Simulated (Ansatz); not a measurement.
Input for Ansatz (a first-principles code): R-CCSD(T)/def2-TZVPP on GeH4Si (SMILES [SiH3][GeH]), a point of a torsion scan. The run froze 19 orbitals, filled d shells among them.

Ansatz 0.2 input:
```yaml
crystal:
  periodic: [false, false, false]
  atoms:
    - {symbol: Si, position_ang: [-0.57353390, 0.03719288, 0.04436652]}
    - {symbol: Ge, position_ang: [1.65927370, 0.91657184, -0.16884035]}
    - {symbol: H, position_ang: [-0.93817995, -0.75815264, 1.22375212]}
    - {symbol: H, position_ang: [-1.56707721, 1.12646258, 0.00010766]}
    - {symbol: H, position_ang: [-0.90610214, -0.82069025, -1.10846420]}
    - {symbol: H, position_ang: [2.08427157, 0.25454299, 1.24728880]}
basis:
  gaussian:
    orbitals: def2-TZVPP
magnetization: {spin_polarized: false}
correlation: {method: ccsd_t, electrons: outside_noble_gas}
scf: {lower_state_search: off}
```

What total energy does the run end on?

-2366.8663 hartree (reference determinant -2366.5863, T1 diagnostic 0.015).

How many basis functions does it have, and what does it roughly cost on one machine?

146 functions; very roughly 10 core-seconds.
